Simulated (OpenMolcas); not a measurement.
**Pt3+: moving or changing the point charges**

Pt3+ among 4 point charges of -1.5 e arranged as a tetrahedron (Td), 2.11 Å from the ion.
```
   1.2182    1.2182    1.2182  -1.50
   1.2182   -1.2182   -1.2182  -1.50
  -1.2182    1.2182   -1.2182  -1.50
  -1.2182   -1.2182    1.2182  -1.50
```

| Quantity | Value |
| --- | --- |
| Program | OpenMolcas 26.06 |
| Method | SS-CASPT2, IPEA 0.25 Eh, imaginary shift 0.1 Eh (closed shells correlated: 4f 5s 5p) |
| Basis | ANO-RCC-VDZP [7s6p4d2f] |
| Scalar Hamiltonian | DKH2, point nucleus |
| Active space | 7 electrons in 5 orbitals (5d) |
| State averaging | 2S+1 = 4 even, 10 roots; 2S+1 = 2 even, 40 roots |
| Spin-orbit coupling | RASSI with atomic mean-field integrals over the reference wave functions |

Runs around this geometry, states (labels of Td). Energies in cm-1 above the lowest state or level, χT in cm3 K/mol.

| R (Å) | q (e) | Ground state | First state of that spin | First gap with spin-orbit (degeneracies) | χT at 300 K | First state of another spin |
| --- | --- | --- | --- | --- | --- | --- |
| 2.11 | -0.75 | 4A2 | 4T2 1110 | 670 (4, 4) | 4.628 | 2E 14200 |
| 2 | -1.5 | 4A2 | 4T2 3000 | 1590 (4, 4) | 4.246 | 2E 14890 |
| 2.11 | -1.5 | 4A2 | 4T2 2360 | 1270 (4, 4) | 4.331 | 2E 14720 |
| 2.34 | -1.5 | 4A2 | 4T2 1420 | 780 (4, 4) | 4.553 | 2E 14340 |

Taking the first state of the same spin as R^-n, n = -ln(1420 / 3000) / ln(2.34 / 2) = 4.8 between the shortest and longest distance.

Scaling the charges by -0.75 / -1.5 = 0.50 scales the first state of the same spin by 1110 / 2360 = 0.47; with fixed orbitals a first-order splitting would follow the charge.

Roots that are degenerate in the reference are averaged as groups; the widest CASPT2 spread within a group is 270 cm-1 (the 3-fold group of multiplicity 4 near 2360 cm-1 above the lowest state of its run, R = 2.11, q = -1.5). Shifts and gaps below about the spread of the groups concerned are not significant. Free-ion shares, where given, are those of the reference states; single-state CASPT2 does not remix them. Spin-orbit coupling mixes the spin-free states strongly: the lowest level takes only 40 % from its leading state, 4T2, which lies 1114 cm-1 above the lowest spin-free state (figures for R = 2.11, q = -0.75; the like holds for R = 2, q = -1.5, R = 2.11, q = -1.5, R = 2.34, q = -1.5). The ground term spreads over less than 5000 cm-1, several times less than with real ligands, so orbital moments are less quenched and χT lies further from the spin-only value than at real sites (holds for R = 2.11, q = -0.75; R = 2.11, q = -1.5; R = 2.34, q = -1.5). Point charges carry no covalency, so the field is a model and not that of real ligands. No measured value stands beside these numbers.
